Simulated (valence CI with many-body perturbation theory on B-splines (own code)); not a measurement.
## Si X: fill in the table

Computed by configuration interaction combined with many-body perturbation theory (CI+MBPT): three valence electrons over a frozen Dirac-Fock core [He], a basis of 11 s, 11 p, 9 d, 7 f, 5 g, 2 h, 1 i functions for each j, with the one-electron correlation potential Σ1, the two-electron term Σ2, the three-electron term Σ3, Breit, model QED; selected CI, second order for the rest, scaled by the run's own slope (own B-spline code, finite nucleus).

No measured levels were compared; by estimate levels of excited configurations hold to 0.05 to 0.15 % of their energy, terms of the ground configuration to about 0.5 %.

| Level | E (cm⁻¹) |
| --- | --- |
| 2s2 2p 2P°_1/2 | 0 |
| 2s2 2p 2P°_3/2 | 6988 |
| 2s 2p2 4P_1/2 | 160880 |
| 2s 2p2 4P_3/2 | 163360 |
| 2s 2p2 4P_5/2 | 166920 |
| 2s 2p2 2D_3/2 | 287910 |
| 2s 2p2 2D_5/2 | 287930 |
| 2s 2p2 2S_1/2 | 367850 |
| 2s 2p2 2P_1/2 | ? |
| 2s 2p2 2P_3/2 | 394220 |
| 2p3 4S°_3/2 | 509270 |
| 2p3 2D°_3/2 | ? |
| 2p3 2D°_5/2 | ? |
| 2p3 2P°_1/2 | 646910 |
| 2p3 2P°_3/2 | ? |
| 2s2 3s 2S_1/2 | 1822000 |
| 2s2 3p 2P°_1/2 | ? |
| 2s2 3p 2P°_3/2 | ? |
| 2s2 3d 2D_3/2 | 1979200 |
| 2s2 3d 2D_5/2 | 1979700 |

(1) The levels stand in rising order. What does the calculation give for the missing energies?

Answers

(1) 2s 2p2 2P_1/2 390240; 2p3 2D°_3/2 575490; 2p3 2D°_5/2 575510; 2p3 2P°_3/2 647540; 2s2 3p 2P°_1/2 1902500; 2s2 3p 2P°_3/2 1904300.
